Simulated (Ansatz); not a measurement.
All values below come from frozen-core CCSD(T)/def2-TZVPP // PBE0-D3(BJ)/def2-TZVP in Ansatz (a first-principles code).

Ansatz 0.2 input:
```yaml
crystal:
  periodic: [false, false, false]
  atoms:
    - { symbol: C, position_ang: [2.178633, 0.220654, -0.38824] }
    - { symbol: C, position_ang: [1.038685, -0.305468, -0.046001] }
    - { symbol: C, position_ang: [-0.114647, -0.798769, 0.287646] }
    - { symbol: Ge, position_ang: [-1.744009, 0.252039, 0.164714] }
    - { symbol: H, position_ang: [2.795011, 0.740611, 0.336989] }
    - { symbol: H, position_ang: [2.546518, 0.146392, -1.405757] }
    - { symbol: H, position_ang: [-0.173449, -1.823909, 0.645918] }
    - { symbol: H, position_ang: [-1.394843, 1.63998, -0.386627] }
    - { symbol: H, position_ang: [-2.385411, 0.380884, 1.55756] }
    - { symbol: H, position_ang: [-2.746486, -0.452415, -0.766202] }
basis:
  gaussian: { orbitals: def2-TZVPP }
correlation:
  method: ccsd_t
```

Output:

```
Functional definition: HF
1351 factors; integrals over basis functions are off by at most 8.9e-4 eV
mean field evaluation 1: about -59656.2890 eV, gradient 3.0e1 eV
mean field evaluation 2: about -59656.4968 eV, gradient 3.0e1 eV
mean field evaluation 4: about -59659.2480 eV, gradient 4.0e0 eV
mean field evaluation 8: about -59659.2998 eV, gradient 3.1e-1 eV
mean field evaluation 16: about -59658.6792 eV, gradient 1.2e1 eV
mean field -59659.30064980 eV, -2192.4388603539 hartree, gradient 5.0e-6 eV, S^2 0.000000; 0 other end points of the search recorded, 0 dependent functions left out
12 core orbitals not correlated
reference -59659.30064980 eV, -2192.4388603539 hartree; 16, 16 occupied and 197, 197 virtual orbitals, 1351 factors
second order -19.99807588 eV of doubles, -0.00000000 eV of singles
cycle   1  -20.15928932 eV  change   -1.6e-1 eV  update   1.1e-1
cycle   2  -20.80464659 eV  change   -6.5e-1 eV  update   3.4e-2
cycle   3  -20.91499015 eV  change   -1.1e-1 eV  update   1.6e-2
cycle   4  -20.90761449 eV  change    7.4e-3 eV  update   4.3e-3
cycle   5  -20.90924858 eV  change   -1.6e-3 eV  update   1.7e-3
cycle   6  -20.90949348 eV  change   -2.4e-4 eV  update   4.9e-4
cycle   7  -20.90948206 eV  change    1.1e-5 eV  update   1.7e-4
cycle   8  -20.90956152 eV  change   -7.9e-5 eV  update   6.9e-5
cycle   9  -20.90957765 eV  change   -1.6e-5 eV  update   2.2e-5
perturbative correction -0.93351991 eV, -0.0343062241 hartree
Total energy: -59681.14374737 eV, -2193.2415793836 hartree
```

Cost: around 5 core-minutes (rough).
